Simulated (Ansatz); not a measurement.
Born–Oppenheimer molecular dynamics of FH5W (7 atoms, charge 0, multiplicity 1). It starts from a relaxed structure.

Computed with Ansatz, RKS BHLYP-D4/def2-SVP.

* ensemble: NVT, Langevin thermostat
* time step: 0.25 fs
* steps asked: 166
* set temperature: 700 K
* friction: 0.02 /fs
* temperature schedule: 41 steps to 700 K, then 125 steps to 1400 K
* seed: 208947

First frame:

```xyz
7
Properties=species:S:1:pos:R:3
W 0.000 0.501 0.000
H 0.000 -0.404 1.404
H 1.404 -0.404 0.000
F 0.000 2.435 0.000
H -1.404 -0.404 0.000
H 0.000 -1.192 0.000
H 0.000 -0.404 -1.404
```

Task: What does the run give?

Result: All steps were run.

```
steps done                                               : 166
time covered                                             : 41.5 fs
mean temperature over the second half                    : 1104 K
spread of the potential energy over the second half      : 22.9 meV per atom
mean potential energy of the second half above the start : 22.9 meV per atom
```

The schedule's set-point averaged 1168 K over the second half and the system 1104 K. A run of 0.042 ps of so small a system gives no equilibrium averages.

Task: What happens to the structure?

Result: The same pairs are bonded in the first frame and the last. Pairs count as bonded within 1.25 times the sum of covalent radii (0.12 Å more for H–H). Another seed would give other details.

Task: How do temperature and energy run in time?

Result: 
```csv
time (fs),T (K),potential energy less start (eV)
0.0,600,0.000
1.2,567,0.059
2.5,408,0.176
3.8,349,0.256
5.0,471,0.210
6.2,589,0.114
7.5,641,0.058
8.8,660,0.082
10.0,686,0.162
11.2,514,0.235
12.5,562,0.202
13.8,692,0.100
15.0,857,0.065
16.2,876,0.159
17.5,735,0.330
18.8,519,0.453
20.0,596,0.442
21.2,718,0.347
22.5,996,0.225
23.8,976,0.172
25.0,990,0.220
26.2,959,0.353
27.5,927,0.431
28.8,1073,0.329
30.0,1344,0.171
31.2,1443,0.120
32.5,1425,0.148
33.8,1185,0.184
35.0,1065,0.185
36.2,1124,0.100
37.5,1392,-0.074
38.8,1317,-0.175
40.0,991,-0.097
41.2,719,0.074
```

Run time: 7 min on 1 thread of Arm Neoverse V2, with other jobs on the host, peak memory 0.13 GiB.
